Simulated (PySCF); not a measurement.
# Rotational lines of SrO

Lines J+1 ← J of the vibrational ground state, computed from PBE0 constants of SrO, ¹Σ⁺ (singlet), closed shell (PySCF, spin-free X2C with a Gaussian nucleus, basis sets Sr x2c-TZVPall, O x2c-TZVPall; masses 87.9056 and 15.9949 u), in MHz:

| J | ν (MHz) |
| --- | --- |
| 0 | 20699.1 |
| 1 | 41398.0 |
| 2 | 62096.4 |
| 3 | 82794.1 |
| 4 | 103490.9 |

**Question.** Find B0 and the effective bond length r0; with αe = 0.00173 cm⁻¹, find Re.

**Answer.** ν = 2B0(J+1) − 4D(J+1)³ gives B0 = 0.34523 cm⁻¹. With the reduced mass μred = 13.533 u, r0 = √(16.8576/(μred·B0)) (u, cm⁻¹, Å) = 1.8996 Å. Be = B0 + αe/2 = 0.34609 cm⁻¹ gives Re = 1.897 Å.
